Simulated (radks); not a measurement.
These are the eigenvalues of the occupied orbitals of an atom or ion with whole-number occupations (eV). All-electron calculation, scalar-relativistic Kohn-Sham, PBEsol, spin-unpolarised, spherical densities, finite nucleus; Fermi nuclear charge, rms radius of each element as measured or else 0.836 A^(1/3) + 0.57 fm. Program: a radial shooting solver on a logarithmic mesh with Libxc functionals.

orbital  eigenvalue
1s        -67673.72
2s        -15029.64
2p        -13774.49
3s        -6056.489
3p        -5682.363

Which element is it, and in what charge state? The configuration may be excited.

Answer. Z = 71, lutetium, charge +57: Lu57+ in [Ne] 3s2 3p2. The list shows which subshells hold electrons but not how many an open one holds; the 1s level, -2487 hartree, gives Z - s = 70.5 by -(Z - s)^2/2, which with screening and relativity narrows Z to a few neighbours, and the depths of the outer levels then fix element, charge and occupations together.
